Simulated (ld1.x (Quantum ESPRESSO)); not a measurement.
## PBEsol TM dataset for Cs (Z = 55), scalar-relativistic all-electron reference.

ld1.x (Quantum ESPRESSO) 7.5 was run on this input:

```
&input
   title='Cs', zed=55., rel=1, dft='PBESOL', iswitch=3,
   config='[Xe] 5d1 6s0 6p0',
   nld=3, rlderiv=3.75, eminld=-4.0, emaxld=5.0, deld=0.02
 /
 &inputp
   pseudotype=2, tm=.true., lloc=0,
   nlcc=.false.,
   file_pseudopw='Cs.UPF', file_wfcaegen='ae.wfc', file_wfcncgen='nc.wfc', file_beta='beta', file_chi='chi'
 /
3
5P  2  1   6.00   0.00  0.70  0.70  0.0
5D  3  2   1.00   0.00  3.45  3.45  0.0
5S  1  0   2.00   0.00  1.55  1.55  0.0
 &test
   configts(1)='5s2 5p6 5d1 6s0 6p0'
 /
```

Command:

```bash
ld1.x < Cs.in > Cs.out
```

The program printed (shortened: banner, matrices, multipoles, cross overlaps and the repeated all-electron block are left out):

```
Program LD1 v.7.5
     --------------------------- All-electron run ----------------------------

     Cs
     scalar relativistic calculation

     atomic number is 55.00
     dft =PBESOL   lsd =0 sic =0 latt =0  beta=0.20 tr2=1.0E-14
     Exchange-correlation= PBESOL
                           (   1   4  10   8   0   0   0)
     mesh =1251 r(mesh) = 101.25750 a.u. xmin = -7.00 dx = 0.01250
     1 Ry =  13.60569312 eV, c = 137.03599908

     n l     nl                  e(Ry)          e(Ha)          e(eV)
     1 0     1S 1( 2.00)     -2630.0215     -1315.0108    -35783.2657
     2 0     2S 1( 2.00)      -412.5822      -206.2911     -5613.4667
     2 1     2P 1( 6.00)      -370.1592      -185.0796     -5036.2727
     3 0     3S 1( 2.00)       -85.7714       -42.8857     -1166.9798
     3 1     3P 1( 6.00)       -72.1216       -36.0608      -981.2646
     4 0     4S 1( 2.00)       -16.1874        -8.0937      -220.2412
     4 1     4P 1( 6.00)       -11.8221        -5.9111      -160.8479
     3 2     3D 1(10.00)       -52.0749       -26.0375      -708.5156
     5 0     5S 1( 2.00)        -1.9832        -0.9916       -26.9827
     5 1     5P 1( 6.00)        -1.0117        -0.5058       -13.7644
     4 2     4D 1(10.00)        -5.4697        -2.7349       -74.4196
     5 2     5D 1( 1.00)        -0.0422        -0.0211        -0.5739
     6 0     6S 1( 0.00)        -0.1602        -0.0801        -2.1802
     6 1     6P 1( 0.00)        -0.0696        -0.0348        -0.9473

     final scf error:  8.3E-15 reached in  38 iterations

     Etot =  -15567.491366 Ry,   -7783.745683 Ha, -211806.510227 eV

     Ekin =   16401.382085 Ry,    8200.691043 Ha,  223152.171445 eV
     Encl =  -37678.466101 Ry,  -18839.233050 Ha, -512641.647111 eV
     Eh   =    6087.287954 Ry,    3043.643977 Ha,   82821.771853 eV
     Exc  =    -377.695305 Ry,    -188.847653 Ha,   -5138.806414 eV

     normalization and overlap integrals

     s(1S/1S) =  1.000000  <r> =   0.0261  <r2> =    0.0009  r(max) =   0.0169
     s(2S/2S) =  1.000000  <r> =   0.1122  <r2> =    0.0148  r(max) =   0.0947
     s(2P/2P) =  1.000000  <r> =   0.0982  <r2> =    0.0118  r(max) =   0.0765
     s(3S/3S) =  1.000000  <r> =   0.2992  <r2> =    0.1023  r(max) =   0.2739
     s(3P/3P) =  1.000000  <r> =   0.2971  <r2> =    0.1024  r(max) =   0.2672
     s(4S/4S) =  1.000000  <r> =   0.6949  <r2> =    0.5451  r(max) =   0.6409
     s(4P/4P) =  1.000000  <r> =   0.7396  <r2> =    0.6226  r(max) =   0.6738
     s(3D/3D) =  1.000000  <r> =   0.2736  <r2> =    0.0885  r(max) =   0.2215
     s(5S/5S) =  1.000000  <r> =   1.7411  <r2> =    3.4197  r(max) =   1.5375
     s(5P/5P) =  1.000000  <r> =   2.0879  <r2> =    4.9787  r(max) =   1.7863
     s(4D/4D) =  1.000000  <r> =   0.8369  <r2> =    0.8159  r(max) =   0.7172
     s(5D/5D) =  1.000000  <r> =   6.8494  <r2> =   61.6328  r(max) =   3.2959
     s(6S/6S) =  1.000000  <r> =   5.8620  <r2> =   39.6536  r(max) =   4.6770
     s(6P/6P) =  1.000000  <r> =   8.6887  <r2> =   86.0369  r(max) =   7.5208

     ------------------------ End of All-electron run ------------------------

     --------------------- Generating NC pseudopotential ---------------------

      Generating local pot.: lloc=0, matching radius rcloc =   1.5500

      Wfc   5P  rcut= 0.700  Using Troullier-Martins method

      Wfc   5D  rcut= 3.465  Using Troullier-Martins method

       Warning: n=2, l=1 expected 0 nodes, found 1
       Setting wfc to zero for this iteration
       (This warning will only be printed once per wavefunction)

     ------------------- End of pseudopotential generation -------------------

     Computing logarithmic derivative in   3.75819
     Message from routine run_pseudo:
     Warning: convergence not achieved

       Warning: n=2, l=0 expected 1 nodes, found 0
       Setting wfc to zero for this iteration
       (This warning will only be printed once per wavefunction)

       Warning: n=3, l=1 expected 1 nodes, found 0
       Setting wfc to zero for this iteration
       (This warning will only be printed once per wavefunction)

     Computing logarithmic derivative in   3.75819
     Computing the partial wave expansion
       no projector for channel:   0
     R is outside the sphere for l=    1 j= 0.00
     R is outside the sphere for l=    2 j= 0.00

     ---------------------- Testing the pseudopotential ----------------------

     Cs
     scalar relativistic calculation

     atomic number is 55.00   valence charge is  9.00
     dft =PBESOL   lsd =0 sic =0 latt =0  beta=0.20 tr2=1.0E-14
     mesh =1251 r(mesh) = 101.25750 xmin = -7.00 dx = 0.01250

     n l     nl             e AE (Ry)        e PS (Ry)    De AE-PS (Ry)
     1 0     5S   1( 2.00)       -1.98319       -0.00000       -1.98319  !
     2 1     5P   1( 6.00)       -1.01166       -0.00000       -1.01166  !
     3 2     5D   1( 1.00)       -0.04218       -0.00000       -0.04218  !
     2 0     6S   1( 0.00)       -0.16024       -0.16024        0.00000
     3 1     6P   1( 0.00)       -0.06963       -0.06963        0.00000

     eps = 5.4E-10  iter =201

     Etot =  -15567.491366 Ry,   -7783.745683 Ha, -211806.510227 eV
     Etotps =   -31.440240 Ry,     -15.720120 Ha,    -427.766253 eV

     Ekin =     -22.624586 Ry,     -11.312293 Ha,    -307.823169 eV
     Encl =     -34.986193 Ry,     -17.493096 Ha,    -476.011405 eV
     Ehrt =      33.575051 Ry,      16.787526 Ha,     456.811843 eV
     Ecxc =      -7.404066 Ry,      -3.702033 Ha,    -100.737449 eV
     Epseu=      -0.000446 Ry,      -0.000223 Ha,      -0.006073 eV

     ---------------------- End of pseudopotential test ----------------------
```

Generation and configuration tests took about 26 s on one core of a shared server CPU.

Transferability test of the new file with ld1.x, input:

```
&input
   title='Cs', zed=55., rel=1, dft='PBESOL', iswitch=2,
   config='[Xe] 5d1 6s0 6p0'
 /
 &test
   file_pseudo='Cs.UPF', nconf=8,
   configts(1)='5s2 5p6 5d1 6s0 6p0',
   configts(2)='5s2 5p6 5d0 6s1 6p0',
   configts(3)='5s2 5p6 5d0 6s0 6p0',
   configts(4)='5s2 5p6 5d0 6s0.5 6p0',
   configts(5)='5s2 5p6 5d0 6s0 6p1',
   configts(6)='5s2 5p5 5d0 6s1 6p0',
   configts(7)='5s2 5p6 5d0.5 6s0.5 6p0',
   configts(8)='5s1 5p6 5d0 6s1 6p0'
 /
```

```bash
ld1.x < Cs.test.in > Cs.test.out
```

Pseudopotential blocks of its output, shortened (energy terms left out; the distinct warnings before each block abridged to one line each):

```
     Warning: convergence not achieved
     Warning: n=2, l=0 expected 1 nodes, found 0
     Warning: n=2, l=1 expected 0 nodes, found 1
     Warning: n=3, l=1 expected 1 nodes, found 0
     ---------------------- Testing the pseudopotential ----------------------

     n l     nl             e AE (Ry)        e PS (Ry)    De AE-PS (Ry)
     1 0     5S   1( 2.00)       -1.98319       -0.00000       -1.98319  !
     2 1     5P   1( 6.00)       -1.01166       -0.00000       -1.01166  !
     3 2     5D   1( 1.00)       -0.04218       -0.00000       -0.04218  !
     2 0     6S   1( 0.00)       -0.16024       -0.16024        0.00000
     3 1     6P   1( 0.00)       -0.06963       -0.06963        0.00000

     eps = 8.6E-11  iter =201

     Etot =  -15567.491366 Ry,   -7783.745683 Ha, -211806.510221 eV
     Etotps =   -31.440240 Ry,     -15.720120 Ha,    -427.766253 eV

     ---------------------- End of pseudopotential test ----------------------

          Warning: convergence not achieved
     ---------------------- Testing the pseudopotential ----------------------

     n l     nl             e AE (Ry)        e PS (Ry)    De AE-PS (Ry)
     1 0     5S   1( 2.00)       -1.96889       -0.00000       -1.96889  !
     2 1     5P   1( 6.00)       -0.99555       -0.00000       -0.99555  !
     3 2     5D   1( 0.00)       -0.02761       -0.00828       -0.01933  !
     2 0     6S   1( 1.00)       -0.15313       -0.15313        0.00000
     3 1     6P   1( 0.00)       -0.05341       -0.05341        0.00000

     eps = 7.4E-10  iter =201

     Etot =  -15567.613527 Ry,   -7783.806764 Ha, -211808.172310 eV
     Etotps =   -27.446418 Ry,     -13.723209 Ha,    -373.427539 eV
     dEtot_ae =      -0.122161 Ry
     dEtot_ps =       3.993822 Ry,   Delta E=      -4.115983 Ry

     ---------------------- End of pseudopotential test ----------------------

          Warning: convergence not achieved
     ---------------------- Testing the pseudopotential ----------------------

     n l     nl             e AE (Ry)        e PS (Ry)    De AE-PS (Ry)
     1 0     5S   1( 2.00)       -2.35063       -0.00000       -2.35063  !
     2 1     5P   1( 6.00)       -1.37329       -0.00000       -1.37329  !
     3 2     5D   1( 0.00)       -0.31799       -0.09540       -0.22260  !
     2 0     6S   1( 0.00)       -0.40595       -0.40595        0.00000
     3 1     6P   1( 0.00)       -0.24541       -0.24541        0.00000

     eps = 5.1E-10  iter =201

     Etot =  -15567.334831 Ry,   -7783.667416 Ha, -211804.380460 eV
     Etotps =   -27.293290 Ry,     -13.646645 Ha,    -371.344130 eV
     dEtot_ae =       0.156535 Ry
     dEtot_ps =       4.146950 Ry,   Delta E=      -3.990415 Ry

     ---------------------- End of pseudopotential test ----------------------

          Warning: convergence not achieved
     ---------------------- Testing the pseudopotential ----------------------

     n l     nl             e AE (Ry)        e PS (Ry)    De AE-PS (Ry)
     1 0     5S   1( 2.00)       -2.14712       -0.00000       -2.14712  !
     2 1     5P   1( 6.00)       -1.17247       -0.00000       -1.17247  !
     3 2     5D   1( 0.00)       -0.16106       -0.04832       -0.11274  !
     2 0     6S   1( 0.50)       -0.27669       -0.27669        0.00000
     3 1     6P   1( 0.00)       -0.15218       -0.15218        0.00000

     eps = 4.6E-10  iter =201

     Etot =  -15567.506433 Ry,   -7783.753216 Ha, -211806.715214 eV
     Etotps =   -27.431633 Ry,     -13.715817 Ha,    -373.226383 eV
     dEtot_ae =      -0.015067 Ry
     dEtot_ps =       4.008606 Ry,   Delta E=      -4.023673 Ry

     ---------------------- End of pseudopotential test ----------------------

          Warning: convergence not achieved
     ---------------------- Testing the pseudopotential ----------------------

     n l     nl             e AE (Ry)        e PS (Ry)    De AE-PS (Ry)
     1 0     5S   1( 2.00)       -2.06360       -0.00000       -2.06360  !
     2 1     5P   1( 6.00)       -1.08776       -0.00000       -1.08776  !
     3 2     5D   1( 0.00)       -0.07929       -0.02379       -0.05550  !
     2 0     6S   1( 0.00)       -0.19454       -0.19454        0.00000
     3 1     6P   1( 1.00)       -0.09398       -0.09398        0.00000

     eps = 4.1E-11  iter =201

     Etot =  -15567.514152 Ry,   -7783.757076 Ha, -211806.820239 eV
     Etotps =   -27.387273 Ry,     -13.693637 Ha,    -372.622833 eV
     dEtot_ae =      -0.022786 Ry
     dEtot_ps =       4.052967 Ry,   Delta E=      -4.075752 Ry

     ---------------------- End of pseudopotential test ----------------------

          Warning: convergence not achieved
     ---------------------- Testing the pseudopotential ----------------------

     n l     nl             e AE (Ry)        e PS (Ry)    De AE-PS (Ry)
     1 0     5S   1( 2.00)       -2.66494       -0.00000       -2.66494  !
     2 1     5P   1( 5.00)       -1.65236       -0.00000       -1.65236  !
     3 2     5D   1( 0.00)       -0.49588       -0.14876       -0.34712  !
     2 0     6S   1( 1.00)       -0.54078       -0.54078        0.00000
     3 1     6P   1( 0.00)       -0.35706       -0.35706        0.00000

     eps = 3.3E-11  iter =201

     Etot =  -15566.298417 Ry,   -7783.149209 Ha, -211790.279324 eV
     Etotps =   -22.171579 Ry,     -11.085789 Ha,    -301.659695 eV
     dEtot_ae =       1.192949 Ry
     dEtot_ps =       9.268661 Ry,   Delta E=      -8.075712 Ry

     ---------------------- End of pseudopotential test ----------------------

          Warning: convergence not achieved
     ---------------------- Testing the pseudopotential ----------------------

     n l     nl             e AE (Ry)        e PS (Ry)    De AE-PS (Ry)
     1 0     5S   1( 2.00)       -1.97226       -0.00000       -1.97226  !
     2 1     5P   1( 6.00)       -0.99995       -0.00000       -0.99995  !
     3 2     5D   1( 0.50)       -0.03331       -0.00000       -0.03331  !
     2 0     6S   1( 0.50)       -0.15583       -0.15583        0.00000
     3 1     6P   1( 0.00)       -0.06038       -0.06038        0.00000

     eps = 9.5E-11  iter =201

     Etot =  -15567.551536 Ry,   -7783.775768 Ha, -211807.328876 eV
     Etotps =   -29.397307 Ry,     -14.698654 Ha,    -399.970742 eV
     dEtot_ae =      -0.060170 Ry
     dEtot_ps =       2.042932 Ry,   Delta E=      -2.103102 Ry

     ---------------------- End of pseudopotential test ----------------------

          Warning: convergence not achieved
     ---------------------- Testing the pseudopotential ----------------------

     n l     nl             e AE (Ry)        e PS (Ry)    De AE-PS (Ry)
     1 0     5S   1( 1.00)       -2.71495       -0.00000       -2.71495  !
     2 1     5P   1( 6.00)       -1.69227       -0.00000       -1.69227  !
     3 2     5D   1( 0.00)       -0.51223       -0.15367       -0.35856  !
     2 0     6S   1( 1.00)       -0.54585       -0.54585        0.00000
     3 1     6P   1( 0.00)       -0.35885       -0.35885        0.00000

     eps = 7.6E-10  iter =201

     Etot =  -15565.280797 Ry,   -7782.640398 Ha, -211776.433894 eV
     Etotps =   -21.655181 Ry,     -10.827590 Ha,    -294.633741 eV
     dEtot_ae =       2.210569 Ry
     dEtot_ps =       9.785059 Ry,   Delta E=      -7.574490 Ry

     ---------------------- End of pseudopotential test ----------------------
```
